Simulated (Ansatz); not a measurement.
Geometry optimisation, RKS B3LYP-D4/def2-SVP in Ansatz 0.2.0.

Input:

```yaml
crystal:
  periodic: [false, false, false]
  atoms:
    - { symbol: B, position_ang: [0.002605, 0.272162, 0.001832] }
    - { symbol: F, position_ang: [0.004059, 0.490709, 1.301665] }
    - { symbol: Cl, position_ang: [1.528592, 0.224057, -0.860661] }
    - { symbol: Cl, position_ang: [-1.5266, 0.148505, -0.846801] }
    - { symbol: H, position_ang: [0.05003, -2.022195, 0.696483] }
    - { symbol: H, position_ang: [0.052714, -1.639138, 1.301682] }
basis:
  gaussian: { orbitals: def2-SVP }
hamiltonian:
  xc: b3lyp
  dispersion: d4
relax:
  f_tol: 0.03
  max_steps: 50
```

Run as:

```bash
$ ansatz run input.yaml --threads 1 --pin off --max-ram 2048MiB --backend cpu --events-out ev --progress --plain --runs-dir out
```

Question: Where does it end, and by what steps?

Answer: The run converged. The force dipped under the threshold on the way, but the program's further checks kept it going. After 9 steps the energy has fallen by 0.171 eV; H5 moved furthest, 0.51 Å.

```
step  energy less start (eV)  largest force component (eV/Å)  accepted
   0                  0.0000                           1.440       yes
   1                 -0.1042                           0.742       yes
   2                 -0.1070                           0.902       yes
   3                 -0.1558                           0.482       yes
   4                 -0.1633                           0.479       yes
   5                 -0.1690                           0.045       yes
   6                 -0.1696                           0.027       yes
   7                 -0.1705                           0.030       yes
   8                 -0.1686                           0.180        no
   9                 -0.1706                           0.012       yes
```

```xyz
6
Properties=species:S:1:pos:R:3
B -0.003 0.512 -0.094
F -0.002 0.723 1.204
Cl 1.524 0.418 -0.946
Cl -1.531 0.341 -0.931
H 0.060 -2.493 0.879
H 0.062 -2.027 1.481
```

Whether the end is a true minimum wasn't checked by a vibrational analysis.

Time of the run: 27 s on 1 thread of Arm Neoverse V2, on a shared host, peak memory 0.14 GiB.
